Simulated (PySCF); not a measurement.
# What builds the first ionisation energy along the 5d series

All values are computed (PySCF 2.14, energy differences of UHF-based or UKS calculations, no spin-orbit coupling). Each column adds one step, in eV (sums use unrounded values): valence MP2, valence CCSD, valence triples, then the next inner shell at CCSD(T) (Ta 5s 5p, W 5s 5p, Au 5s 5p, Hg 5s 5p). References (NIST) marked * lie between the lowest fine-structure levels; the others compare directly ((s) semi-empirical, (t) theoretical).

```tsv
element	UHF	+ MP2	+ CCSD	+ (T)	+ inner shell	sum	reference
Ta [Xe] 4f14 5d3 6s2 → [Xe] 4f14 5d3 6s1 (def2-QZVPPD with the def2 core potential (60 electrons), ECP)	5.723	1.194	0.190	0.121	0.153	7.381	7.573
W [Xe] 4f14 5d4 6s2 → [Xe] 4f14 5d4 6s1 (def2-QZVPPD with the def2 core potential (60 electrons), ECP)	5.873	1.333	0.137	0.145	0.129	7.617	7.825
Au [Xe] 4f14 5d10 6s1 → [Xe] 4f14 5d10 (def2-QZVPPD with the def2 core potential (60 electrons), ECP)	7.686	1.450	-0.254	0.111	0.113	9.105	9.226
Hg [Xe] 4f14 5d10 6s2 → [Xe] 4f14 5d10 6s1 (def2-QZVPPD with the def2 core potential (60 electrons), ECP)	8.496	1.891	-0.309	0.145	0.095	10.318	10.438
```

What remains against the references is mostly basis incompleteness.

These are valence bases, so the inner-shell step is incomplete.
